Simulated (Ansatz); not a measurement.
CH3AlO, SMILES `O[C][AlH2]` (triplet; the order of the spin states depends on the level) (charge 0, multiplicity 3). This triplet lies 0.09 eV above the relaxed singlet at the level frozen-core CCSD(T)/cc-pVTZ // PBE0-D3(BJ)/def2-TZVP (Ansatz, a quantum-chemistry and plane-wave program); other levels give the other order.

Cartesian coordinates (Å):
SMILES: O[C][AlH2]
```xyz
6

O      1.8598     0.2973    -0.0585
C      0.6679    -0.2364     0.0497
Al    -1.2011     0.0460    -0.0111
H      2.5576    -0.3583     0.0773
H     -1.7953     1.4858    -0.3093
H     -2.0888    -1.2345     0.2519
```
Charge 0, spin multiplicity 3.

Frozen-core energies in 6-31g from Ansatz at a geometry from PBE0-D3(BJ)/def2-TZVP; the HF reference has <S^2> = 2.02 and the T1 diagnostic is 0.027.

```json
[
 {"level": "HF", "energy (Ha)": "-356.20085", "difference from CCSDT(Q) (mHa)": "242.28"},
 {"level": "MP2", "energy (Ha)": "-356.40919", "difference from CCSDT(Q) (mHa)": "33.94"},
 {"level": "CCSD", "energy (Ha)": "-356.43649", "difference from CCSDT(Q) (mHa)": "6.64"},
 {"level": "CCSD(T)", "energy (Ha)": "-356.44151", "difference from CCSDT(Q) (mHa)": "1.62"},
 {"level": "CCSDT", "energy (Ha)": "-356.44252", "difference from CCSDT(Q) (mHa)": "0.61"},
 {"level": "CCSDT(Q)", "energy (Ha)": "-356.44313", "difference from CCSDT(Q) (mHa)": "0.00"}
]
```
